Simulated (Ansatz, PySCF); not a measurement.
CH3Cl2NSi2, SMILES Cl[Si]1(Cl)N=C[SiH2]1. Atoms are numbered in the order given.

```xyz
9

Cl     1.4136     0.1602     1.6782
Si     0.2219    -0.0131     0.0000
Cl     1.4136     0.1602    -1.6782
N     -0.7012    -1.5550     0.0000
C     -1.9193    -1.1277     0.0000
Si    -1.9675     0.8123     0.0000
H     -2.7552    -1.8538     0.0000
H     -2.5521     1.4470    -1.2175
H     -2.5521     1.4470     1.2175
```

Geometry: B3LYP-D3(BJ)/def2-SVP. This is a generated structure with no PubChem entry under its InChIKey; it may be hypothetical.

Two levels are set side by side: PBE-D3(BJ)/def2-SVP (Ansatz, a first-principles code) and B3LYP-D3(BJ)/def2-SVP (Ansatz). Each level has its own optimised geometry; the coordinates shown are those of the second. Frequencies come from the Hessian of PySCF at each geometry. Differences are taken from unrounded values.

```
quantity                            B3LYP-D3(BJ)
----------------------------------  ------------
mean bond length (Å)                       1.732
bond Cl1–Si2 (Å)                           2.066
bond Si2–Cl3 (Å)                           2.066
bond Si2–N4 (Å)                            1.797
bond Si2–Si6 (Å)                           2.340
bond N4–C5 (Å)                             1.291
bond C5–Si6 (Å)                            1.941
bond C5–H7 (Å)                             1.107
bond Si6–H8 (Å)                            1.492
bond Si6–H9 (Å)                            1.492
highest harmonic wavenumber (cm⁻¹)          3027
mean harmonic wavenumber (cm⁻¹)              867
zero-point energy (kcal/mol)               26.02
```

**Question.** What does PBE-D3(BJ) give, and how far is it from B3LYP-D3(BJ)? (Estimate from the structure and the level; the computed values follow.)

**Answer.** 
```tsv
quantity	PBE-D3(BJ)	PBE-D3(BJ) minus B3LYP-D3(BJ)
mean bond length (Å)	1.742	0.010
bond Cl1–Si2 (Å)	2.072	0.006
bond Si2–Cl3 (Å)	2.072	0.006
bond Si2–N4 (Å)	1.812	0.015
bond Si2–Si6 (Å)	2.347	0.007
bond N4–C5 (Å)	1.300	0.009
bond C5–Si6 (Å)	1.948	0.007
bond C5–H7 (Å)	1.116	0.009
bond Si6–H8 (Å)	1.507	0.015
bond Si6–H9 (Å)	1.507	0.015
highest harmonic wavenumber (cm⁻¹)	2954	-73
mean harmonic wavenumber (cm⁻¹)	836	-31
zero-point energy (kcal/mol)	25.09	-0.92
```

GGA bonds tend to be longer and softer than those of functionals with exact exchange. Differences between two approximate levels are no errors against the true value.
